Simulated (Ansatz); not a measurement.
FLi, charge +1, doublet, at a GFN2-xTB geometry (such geometries of metal compounds can be far from the true shape) (a state made from the parent by changing its charge; the spin is typed, not shown lowest); BHLYP/def2-SVP (Ansatz, a program for electronic structure).

Ansatz was given this input:
Ansatz 0.2 input:
```yaml
crystal:
  periodic: [false, false, false]
  atoms:
    - {symbol: Li, position_ang: [-0.00000000, -0.00000000, -1.65974449]}
    - {symbol: F, position_ang: [0.00000000, 0.00000000, 0.55324816]}
basis:
  gaussian:
    orbitals: def2-SVP
hamiltonian:
  xc: {name: BHLYP}
total_charge: 1
magnetization: {spin_polarized: true, initial_magnetization: 1}
accuracy: high
```

The log (banner, timings and long lists left out):

```
Functional definition: BHLYP
429 factors; integrals over basis functions are off by at most 2.7e-9 eV
mean field evaluation 1: about -2904.7875 eV, gradient 3.7e1 eV
mean field evaluation 2: about -2906.7925 eV, gradient 2.8e1 eV
mean field evaluation 4: about -2909.0990 eV, gradient 3.8e-1 eV
mean field evaluation 8: about -2909.1006 eV, gradient 1.8e-3 eV
mean field evaluation 16: about -2909.1006 eV, gradient 1.5e-7 eV
mean field -2909.10060368 eV, -106.9074753261 hartree, gradient 3.2e-9 eV, S^2 0.751655; 1 other end points of the search recorded, 0 dependent functions left out
reference -2909.10063555 eV, -106.9074764971 hartree; 6, 5 occupied and 17, 18 virtual orbitals, 429 factors
Total energy: -2909.10063555 eV, -106.9074764971 hartree
```
